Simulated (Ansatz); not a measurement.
Saddle point of Si2NH6ClF2, closed shell (Si₂H₃ClF₂ ([F][Si]([F])([SiH3])[Cl]) + NH₃ → SiNH₂ClF₂ ([NH2][Si]([F])([F])[Cl]) + SiH₄; bonds formed: Si1–N7, Si2–H6; bonds broken: Si1–Si2, H6–N7), PBE0-D4/def2-TZVP structure:

Si1  (-0.918, 0.413, -0.768)
Si2  (0.362, -1.044, 1.432)
F3  (-1.539, 1.189, -2.024)
F4  (-1.269, -1.071, -1.185)
Cl5  (-1.834, 1.406, 0.744)
H6  (0.954, 0.196, -0.012)
N7  (0.829, 0.851, -1.025)
H8  (0.813, -0.331, 2.670)
H9  (1.280, -2.220, 1.271)
H10  (-0.970, -1.630, 1.771)
H11  (1.246, 0.395, -1.833)
H12  (1.046, 1.846, -1.040)
(Å)

Energies are electronic, without zero-point energy. Barriers and step energies count from the start structure reached by relaxing down the imaginary mode; all methods use the PBE0-D4 structures, on which another method's saddle can fall below an end. Computed with Ansatz 0.2.0 (basis: def2-TZVPP, with def2-QZVPP for the basis limit); correlated methods freeze the cores. B3LYP uses VWN-RPA correlation. Extrapolation: Hartree–Fock as exp(−7.88 √X), correlation as X^−2.97.

```tsv
method	barrier (kcal/mol)	step energy (kcal/mol)
SPW92	32.97	-7.99
PBE-D4	40.18	-7.92
BLYP-D4	44.72	-10.71
r2SCAN-D4	42.44	-12.40
B97M-V	45.49	-12.99
PBE0-D4	?	-10.45
B3LYP-D4	47.19	-12.65
r2SCAN0-D4	44.84	-13.64
BHLYP-D4	?	-14.98
CAM-B3LYP-D4	48.37	-14.61
wB97X-V	?	-13.08
wB97M-V	46.46	-13.79
B2PLYP	48.15	-14.87
PBE-QIDH	46.36	-13.63
RPA on PBE	47.90	-14.56
HF	61.84	-21.29
MP2	47.13	-15.42
CCSD	50.71	-15.45
CCSD(T)	48.19	-14.33
```

Q: Fill in the withheld barriers. (To be estimated.)

A: Computed: PBE0-D4 43.58; wB97X-V 48.69; BHLYP-D4 51.70 kcal/mol. Each is the energy of the saddle less that of the start structure, by the same method.

For comparison, the barrier by CCSD(T) at an estimated basis limit (MP2 extrapolated from triple and quadruple zeta, plus CCSD(T) − MP2 in triple zeta) is 48.11 kcal/mol.

No T1 diagnostic of these runs exceeds 0.012.

Labels in which every atom is bracketed show which atoms are joined, not bond orders.

For scale, one of the runs: CCSD(T)/def2-TZVPP, 303 basis functions, launched by `ansatz run in.yaml --threads 5 --pin off --events-out ev --progress --plain --max-ram 66560MiB --backend cuda --devices 0, --max-vram 37GiB`. The run took 19 s on 5 CPU threads of an AMD EPYC 7R13 and a share of one NVIDIA H100 (shared host), with 0.83 GiB of host memory at its peak.
